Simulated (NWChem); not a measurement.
Program: NWChem. System: H₂ClGaS₂, charge 0, spin multiplicity 1, displaced from the optimised geometry. The structure started from a generated list of species.

Job file:

```
start mol
memory heap 200 mb stack 800 mb global 1000 mb
geometry units angstroms nocenter noautoz
  Ga     0.000000     0.000000     0.007421
  Cl     0.000000     0.000000    -2.194095
  S      2.020308     0.000000     1.015029
  H      1.474493     0.000000     2.294312
  S     -2.020308     0.000000     1.015029
  H     -1.474493     0.000000     2.294312
  symmetry group C2v
end
basis spherical
  * library def2-svp
end
dft
  xc becke88 lyp
  semidirect memsize 60000000 filesize 0
  iterations 100
  convergence nodiis damp 40
end
task dft gradient
```

The output up to the point where the run's verdict is printed (cleaned and shortened):

```
             Northwest Computational Chemistry Package (NWChem) 7.3.0
             --------------------------------------------------------

                                NWChem Input Module
                                -------------------

 Scaling coordinates for geometry "geometry" by  1.889725989
 (inverse scale =  0.529177249)

 Turning off AUTOSYM since
 SYMMETRY directive was detected!

                             Geometry "geometry" -> ""
                             -------------------------

 Output coordinates in angstroms (scale by  1.889725989 to convert to a.u.)

  No.       Tag          Charge          X              Y              Z
 ---- ---------------- ---------- -------------- -------------- --------------
    1 Ga                  31.0000     0.00000000     0.00000000     0.00742100
    2 Cl                  17.0000     0.00000000     0.00000000    -2.19409500
    3 S                   16.0000     2.02030800     0.00000000     1.01502900
    4 H                    1.0000     1.47449300     0.00000000     2.29431200
    5 S                   16.0000    -2.02030800     0.00000000     1.01502900
    6 H                    1.0000    -1.47449300     0.00000000     2.29431200

 Effective nuclear repulsion energy (a.u.)     501.4048427179

            Nuclear Dipole moment (a.u.)
            ----------------------------
        X                 Y               Z
 ---------------- ---------------- ----------------
     0.0000000000     0.0000000000    -0.0000226767

      Symmetry information
      --------------------

 Group name             C2v
 Group number             16
 Group order               4
 No. of unique centers     4

      Symmetry unique atoms

     1    2    3    4


 Summary of "ao basis" -> "" (spherical)
 ------------------------------------------------------------------------------
       Tag                 Description            Shells   Functions and Types
 ---------------- ------------------------------  ------  ---------------------
 *                          def2-svp                  on all atoms

                                 NWChem DFT Module
[...]
 d= 0,ls=0.5         52  -3095.7466485537 -1.66D+02  4.13D-01              10.5
 d= 0,ls=0.5         53  -2929.9932163004  1.66D+02  4.13D-01              10.7
 d= 0,ls=0.5         54  -3095.7466485537 -1.66D+02  4.13D-01              10.9
 d= 0,ls=0.5         55  -2929.9932163004  1.66D+02  4.13D-01              11.1
 d= 0,ls=0.5         56  -3095.7466485537 -1.66D+02  4.13D-01              11.2
 d= 0,ls=0.5         57  -2929.9932163004  1.66D+02  4.13D-01              11.4
 d= 0,ls=0.5         58  -3095.7466485537 -1.66D+02  4.13D-01              11.5
 d= 0,ls=0.5         59  -2929.9932163004  1.66D+02  4.13D-01              11.7
 d= 0,ls=0.5         60  -3095.7466485537 -1.66D+02  4.13D-01              11.9
 d= 0,ls=0.5         61  -2929.9932163004  1.66D+02  4.13D-01              12.0
 d= 0,ls=0.5         62  -3095.7466485537 -1.66D+02  4.13D-01              12.2
 d= 0,ls=0.5         63  -2929.9932163005  1.66D+02  4.13D-01              12.5
 d= 0,ls=0.5         64  -3095.7466485537 -1.66D+02  4.13D-01              12.6
 d= 0,ls=0.5         65  -2929.9932163004  1.66D+02  4.13D-01              12.8
 d= 0,ls=0.5         66  -3095.7466485537 -1.66D+02  4.13D-01              12.9
 d= 0,ls=0.5         67  -2929.9932163004  1.66D+02  4.13D-01              13.1
 d= 0,ls=0.5         68  -3095.7466485537 -1.66D+02  4.13D-01              13.3
 d= 0,ls=0.5         69  -2929.9932163004  1.66D+02  4.13D-01              13.5
 d= 0,ls=0.5         70  -3095.7466485537 -1.66D+02  4.13D-01              13.7
 d= 0,ls=0.5         71  -2929.9932163005  1.66D+02  4.13D-01              13.9
 d= 0,ls=0.5         72  -3095.7466485537 -1.66D+02  4.13D-01              14.1
 d= 0,ls=0.5         73  -2929.9932163005  1.66D+02  4.13D-01              14.2
 d= 0,ls=0.5         74  -3095.7466485537 -1.66D+02  4.13D-01              14.4
 d= 0,ls=0.5         75  -2929.9932163004  1.66D+02  4.13D-01              14.6
 d= 0,ls=0.5         76  -3095.7466485537 -1.66D+02  4.13D-01              14.8
 d= 0,ls=0.5         77  -2929.9932163004  1.66D+02  4.13D-01              15.0
 d= 0,ls=0.5         78  -3095.7466485537 -1.66D+02  4.13D-01              15.2
 d= 0,ls=0.5         79  -2929.9932163004  1.66D+02  4.13D-01              15.3
 d= 0,ls=0.5         80  -3095.7466485537 -1.66D+02  4.13D-01              15.5
 d= 0,ls=0.5         81  -2929.9932163005  1.66D+02  4.13D-01              15.7
 d= 0,ls=0.5         82  -3095.7466485537 -1.66D+02  4.13D-01              15.9
 d= 0,ls=0.5         83  -2929.9932163004  1.66D+02  4.13D-01              16.0
 d= 0,ls=0.5         84  -3095.7466485537 -1.66D+02  4.13D-01              16.2
 d= 0,ls=0.5         85  -2929.9932163005  1.66D+02  4.13D-01              16.3
 d= 0,ls=0.5         86  -3095.7466485537 -1.66D+02  4.13D-01              16.5
 d= 0,ls=0.5         87  -2929.9932163004  1.66D+02  4.13D-01              16.7
 d= 0,ls=0.5         88  -3095.7466485537 -1.66D+02  4.13D-01              16.9
 d= 0,ls=0.5         89  -2929.9932163004  1.66D+02  4.13D-01              17.0
 d= 0,ls=0.5         90  -3095.7466485537 -1.66D+02  4.13D-01              17.2
 d= 0,ls=0.5         91  -2929.9932163004  1.66D+02  4.13D-01              17.4
 d= 0,ls=0.5         92  -3095.7466485537 -1.66D+02  4.13D-01              17.6
 d= 0,ls=0.5         93  -2929.9932163004  1.66D+02  4.13D-01              17.8
 d= 0,ls=0.5         94  -3095.7466485537 -1.66D+02  4.13D-01              18.0
 d= 0,ls=0.5         95  -2929.9932163004  1.66D+02  4.13D-01              18.2
 d= 0,ls=0.5         96  -3095.7466485537 -1.66D+02  4.13D-01              18.4
 d= 0,ls=0.5         97  -2929.9932163004  1.66D+02  4.13D-01              18.6
 d= 0,ls=0.5         98  -3095.7466485537 -1.66D+02  4.13D-01              18.8
 d= 0,ls=0.5         99  -2929.9932163005  1.66D+02  4.13D-01              19.0
 d= 0,ls=0.5        100  -3095.7466485537 -1.66D+02  4.13D-01              19.2
```

The run did not converge; its last values are not results. The next line reads: Calculation failed to converge. NWChem stopped with the message: dft gradient failed.
